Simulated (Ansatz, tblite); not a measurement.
Forces on NbSCl3 at its PBE-D4/def2-SVP geometry. Total charge 0; singlet.

In the def2 sets Nb takes a core potential; there is no spin–orbit coupling. The xTB rows come from tblite.

GFN1-xTB (tblite), largest force 1.21 eV/Å:

```xyz
5
positions Å, forces eV/Å
Nb   -0.004   -0.003    0.010   -0.428   -0.344    1.084
S     0.751    0.603   -1.902    0.137    0.110   -0.347
Cl    0.930    1.358    1.590   -0.312   -0.462   -0.578
Cl    0.600   -2.182    0.337   -0.197    0.765   -0.144
Cl   -2.277    0.225   -0.036    0.800   -0.069   -0.015
```

GFN2-xTB (tblite), largest force 2.44 eV/Å:

```
Nb -0.859 -0.690 2.173
S 0.596 0.478 -1.508
Cl -0.340 -0.495 -0.570
Cl -0.221 0.790 -0.115
Cl 0.824 -0.084 0.020
```

PBE-D4/def2-TZVP (Ansatz), largest force 0.16 eV/Å:

```
Nb -0.017 -0.013 0.043
S -0.028 -0.023 0.071
Cl -0.069 -0.099 -0.106
Cl -0.045 0.153 -0.017
Cl 0.159 -0.018 0.009
```
